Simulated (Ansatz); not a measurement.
C$_{2}$H$_{8}$GaN (`C[CH2][GaH][NH2]`), relaxed with RKS PBE0-D4/def2-TZVP in the Gaussian-basis code of Ansatz from a PBE-D4/def2-SVP geometry. The force threshold is 0.005 eV/Å; the program also tests the step.

Charge 0, multiplicity 1.

Start:

```xyz
12

C    -0.990    1.102   -0.541
C    -1.050   -0.424   -0.395
Ga    0.575   -1.246    0.396
N     1.938   -0.099    0.819
H    -0.145    1.422   -1.187
H    -0.853    1.605    0.440
H    -1.916    1.519   -0.991
H    -1.917   -0.731    0.231
H    -1.221   -0.912   -1.381
H     0.849   -2.767    0.705
H     2.829   -0.383    1.229
H     1.902    0.913    0.676
```

```tsv
step	energy (eV)	largest force (eV/Å)	largest move (Å)
1	-56063.2397	0.634	0.000
2	-56063.2784	0.157	0.026
3	-56063.2815	0.017	0.013
4	-56063.2816	0.008	0.005
5	-56063.2816	0.006	0.004
6	-56063.2816	0.003	0.004
```

End:

```xyz
12

C    -0.987    1.094   -0.542
C    -1.043   -0.421   -0.392
Ga    0.577   -1.228    0.390
N     1.934   -0.094    0.822
H    -0.159    1.405   -1.185
H    -0.846    1.590    0.423
H    -1.905    1.497   -0.980
H    -1.896   -0.717    0.229
H    -1.218   -0.899   -1.362
H     0.836   -2.744    0.687
H     2.807   -0.386    1.225
H     1.901    0.902    0.685
```

Run time 24 s (4 threads of a server CPU on a shared host); peak host memory 0.49 GiB.
